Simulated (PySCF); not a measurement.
Dipole moment and polarisability of `CCN[Si@@H](O)NC`

Species: C₃H₁₂N₂OSi.
Cartesian coordinates in Å at the GFN2-xTB level; atoms count from 1:
```
atom  x, y, z in Å
C1    -2.8115    0.2818    0.0463
C2    -1.7540   -0.2752   -0.9061
N3    -0.7365   -1.0529   -0.2437
Si4    0.6091   -0.3706    0.5885
O5     1.4871   -1.5623    1.2638
N6     1.5260    0.4153   -0.6388
C7     2.8200    0.9966   -0.3722
H8    -2.3404    0.9232    0.7866
H9    -3.3164   -0.5299    0.5661
H10   -3.5527    0.8567   -0.5036
H11   -1.2595    0.5500   -1.4212
H12   -2.2413   -0.9016   -1.6634
H13   -1.1452   -1.8544    0.2146
H14    0.3293    0.4249    1.7881
H15    1.8480   -2.2430    0.7022
H16    1.0270    0.9342   -1.3439
H17    2.7541    2.0163    0.0242
H18    3.4188    1.0200   -1.2857
H19    3.3281    0.3803    0.3659
```

Level: CAM-B3LYP/def2-SVPD (PySCF), static field, nuclei fixed, core orbitals frozen in the response. The polarisability tensor in these axes (au):

```
x   93.14  2.25  1.04
y    2.25 75.71 -1.75
z    1.04 -1.75 76.02
```

Task: What are the eigenvalues, a third of the trace, and Δα (Δα² = ½Σ(αi − αj)² over the three pairs)?

Result: Principal values 73.81, 77.59 and 93.47 au; mean 81.62 au = 12.10 Å³ = 13.46 × 10⁻⁴⁰ C²·m²/J; Δα = 18.07 au (22 % of the mean).

Task: What is the dipole moment, and where does it point?

Result: (-0.81, 0.41, -1.45) D, 1.71 D in size, pointing from the negative to the positive side. Measured along this direction, the outermost atoms are O5 at the negative end and H10 and H12 at the positive end.

Task: Find the Langevin capture rate constant for O2+ (31.990 u) meeting this molecule (120.072 u), k = 2.342 × 10⁻⁹ cm³/s × √(α in Å³ / reduced mass in u).

Result: The reduced mass is 25.26 u, so k = 1.62 × 10⁻⁹ cm³/s. The formula leaves out the permanent dipole, which adds to the capture rate.

Task: What molar refraction does this α imply?

Result: Lorentz–Lorenz: R = (4π/3)N_A α = 2.5225 cm³/(mol·Å³) × 12.10 Å³ = 30.5 cm³/mol, in the limit of long wavelengths.

Task: Sum over states: ᾱ = Σ f/ω², ω in Eh. What share falls to these 8 lowest TDDFT singlets (eV, f)? 6.11, 0.0004; 6.30, 0.0118; 6.68, 0.0240; 6.81, 0.0056; 7.10, 0.0178; 7.26, 0.0224; 7.49, 0.0243; 7.63, 0.0181.

Result: They add up to 1.84 au, 2.3 % of the 81.62 au; the largest single term is 0.40 au, from the state at 6.68 eV. Terms in order: 0.01, 0.22, 0.40, 0.09, 0.26, 0.31, 0.32, 0.23 au. Higher excitations give the rest. The strengths listed sum to 0.124.

Task: Refractivity n − 1 of an ideal gas of it at 500 K and 1 atm, from the electronic α?

Result: N = p/kT = 1.4678 × 10¹⁹ cm⁻³, so n − 1 = 2π × N × 12.10 × 10⁻²⁴ cm³ = 1115 × 10⁻⁶ at long wavelengths, for an ideal gas.

Isolated species at its GFN2-xTB geometry (one conformer only).

The run behind these numbers computed excited states as well. Hardware: one thread of an Arm Neoverse V2, on a shared host. Cost: 90 s (grids of density and orbitals included), 1.2 GiB resident at most.
